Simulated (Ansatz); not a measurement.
One change: `NB(F)Cl` becomes `CSB(F)Cl`.

Ansatz, PBE0-D4/def2-TZVP geometries, multiplicity 1. Each molecule was computed in one conformer, which needn't be the lowest.

| property | `NB(F)Cl` |
| --- | --- |
| size of the dipole moment (ωB97M-V/def2-TZVPP) / D | 2.77 |
| size of the dipole moment (PBE/def2-TZVPP) / D | 2.77 |
| HOMO energy (B3LYP/def2-TZVPP) / eV | -8.31 |
| size of the dipole moment (B3LYP/def2-TZVPP) / D | 2.79 |
| HOMO energy (PBE/def2-TZVPP) / eV | -7.12 |
| LUMO energy (PBE/def2-TZVPP) / eV | -0.10 |

Problem. Give the same properties after the change, and the shifts. (Best estimate.)

Solution. Computed: 
```csv
property,`CSB(F)Cl`,shift
size of the dipole moment (ωB97M-V/def2-TZVPP) / D,2.10,-0.67
size of the dipole moment (PBE/def2-TZVPP) / D,2.14,-0.63
HOMO energy (B3LYP/def2-TZVPP) / eV,-7.49,0.82
size of the dipole moment (B3LYP/def2-TZVPP) / D,2.13,-0.66
HOMO energy (PBE/def2-TZVPP) / eV,-6.51,0.61
LUMO energy (PBE/def2-TZVPP) / eV,-1.43,-1.33
```

With PBE0 the HOMO rises by 0.84 eV and the LUMO falls by 1.19 eV, so the gap narrows by about 2.03 eV. PBE moves the HOMO by 0.61 eV and ωB97M-V by 1.02 eV. The zero-point energy changes by 31.2 kJ/mol with +6 modes. Dipoles are sizes alone; their direction can turn.

B3LYP here is the variant with VWN-RPA as its local correlation; programs differ in this.
